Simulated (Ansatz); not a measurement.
Ansatz (a quantum-chemistry and plane-wave program) input:

Ansatz 0.2 input:
```yaml
crystal:
  periodic: [false, false, false]
  atoms:
    - {symbol: Cd, position_ang: [0.00000000, 0.00000000, 0.00000000]}
    - {symbol: Br, position_ang: [0.00000000, 0.00000000, 2.42492818]}
    - {symbol: Br, position_ang: [-0.00000000, -0.00000000, -2.42492818]}
basis:
  gaussian:
    orbitals: def2-SVPD
magnetization: {spin_polarized: true, initial_magnetization: 2}
correlation: {method: ccsd_t, electrons: outside_noble_gas}
```

Question: What final total energy does it print?

Answer: -5311.53236 Eh (CCSD(T)/def2-SVPD). The basis has 116 functions.

This state (charge 0, triplet) is run at the relaxed geometry of the species with charge 0 and multiplicity 1, and is a spin state other than that species' own.
